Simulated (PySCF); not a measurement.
PySCF input for In(F) cation (FIn), SMILES [In][F] (connectivity only; charge and spin as stated), charge +1, multiplicity 2, PBE-D3(BJ)/def2-TZVP. Coordinates come from a PBE-D3(BJ)/def2-TZVP optimisation. The spin state was assumed, not searched. The def2 effective core potentials stand for the cores of In; spin–orbit coupling is left out.

```python
import numpy as np
from pyscf import gto, scf, dft, df
from pyscf.hessian import thermo

mol = gto.M(
    atom='''
    In    0.00000000    0.00000000   -0.30160234
    F     0.00000000    0.00000000    1.64205717
    ''',
    basis='def2-TZVP',
    ecp={'In': 'def2-tzvp'},
    charge=1,
    spin=1,
    max_memory=1600,
    verbose=3,
)
mf = dft.UKS(mol, xc='pbe').density_fit(auxbasis='def2-universal-jkfit')
mf.disp = 'd3bj'
mf.grids.level = 3
mf.conv_tol = 1e-11
mf.max_cycle = 100
mf.kernel()
fine, coarse = mf.grids, dft.Grids(mol).set(level=1).build(with_non0tab=True)
for _ in range(3):  # follow internal instabilities
    mf.grids = coarse
    mo, _, stable, _ = mf.stability(return_status=True, nroots=4)
    mf.grids = fine
    if stable:
        break
    mf.kernel(mf.make_rdm1(mo, mf.mo_occ))

# [left out here: the lines that compute and print the analytic Hessian (its translational invariance restored by hand, since the grid's response is missing), thermochemistry and intensities]
```

Log of the run:

```

WARN: HOMO -0.724657253884689 >= LUMO -0.724657253884693

converged SCF energy = -289.634371652761  <S^2> = 0.75248499  2S+1 = 2.0024834
<class 'pyscf.df.df_jk.DFUKS'> wavefunction is stable in the internal stability analysis

WARN: DFTD3 does not support analytical Hessian, using finite difference


WARN: Mole.unit (angstrom) is changed to Bohr

Mode                                 0
Irrep
Freq [cm^-1]                      535.6155
Reduced mass [au]                  21.5519
Force const [Dyne/A]                3.6429
Char temp [K]                     770.6315
Normal mode                   x     y     z
       0  In                 0.00 -0.00 -0.04
       1   F                -0.00 -0.00  0.21
temperature 298.1500 [K]
pressure 101325.00 [Pa]
Rotational constants [GHz] inf 8.20652 8.20652
Symmetry number 1
Zero-point energy (ZPE) 0.00122 [Eh]   3203.692 [J/mol]
                           tot       elec      trans        rot        vib
Entropy [J/mol/K]       241.415      5.763    169.813     63.434      2.405
Cv [J/mol/K]             25.687      0.000     12.472      8.314      4.901
Cp [J/mol/K]             34.001      0.000     20.786      8.314      4.901
Internal energy [J/mol]                      3718.434   2478.956   3726.341
Internal energy [Eh]   -289.63059  -289.63437
Enthalpy [J/mol]                             6197.391   2478.956   3726.341
Enthalpy [Eh]          -289.62965
Gibbs free energy [J/mol]                  -44432.374 -16433.941   3009.309
Gibbs free energy [Eh] -289.65706
mode   freq/cm-1   IR/(km/mol)
   1      535.62        12.352
max |gradient| / (hartree/bohr): 6.0546143457839364e-05
APT charges: [ 1.2502 -0.2503]
```

Self-consistency was reached.
